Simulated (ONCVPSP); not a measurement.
**rubidium: excitation energies, all-electron against ONCV**

```
Element                 : rubidium (Rb)
Generator               : ONCVPSP 4.0.1
Type                    : optimised norm-conserving Vanderbilt (ONCV)
Functional              : PBE
Relativity              : scalar-relativistic
Frozen core             : [Ar] 3d10
Valence charge          : 9
Reference configuration : 4s2 4p6 5s1
Partial waves           : 4s+5s: rc 2.25 bohr, ncon 4, nbas 8, qcut 6.7 1/bohr, 2 projectors; 4p: rc 1.85 bohr, ncon 4, nbas 7, qcut 4.7 1/bohr, 3 projectors, debl 3.4 Ha; d scattering state at 0.36 Ha: rc 1.95 bohr, ncon 3, nbas 6, qcut 4.2 1/bohr, 1 projector
Local potential         : polynomial inside 1.35 bohr (lpopt 5, dvloc0 2 Ha)
Core correction         : polynomial model core, fcfact 0.25
```

Energies are relative to the spin-unpolarised reference configuration 4s2 4p6 5s1; without spin polarisation the order of configurations can differ from experiment.

| valence configuration | charge | ΔE all-electron (eV) | error AE − PS (meV) |
| --- | --- | --- | --- |
| 4s2 4p6 5s0.5 | +0.5 | 1.578 | -0.1 |
| 4s2 4p5 5s1 | +1 | 21.140 | -7.2 |

**Question.** What are ΔE and the potential's error for 4s2 4p6 5s0?

**Answer.** ΔE = 4.154 eV all-electron; the error (AE − PS) is -0.2 meV.

**Question.** What are ΔE and the potential's error for 4s2 4p6 5s0 5p1?

**Answer.** ΔE = 1.520 eV all-electron; the error (AE − PS) is 0.0 meV.
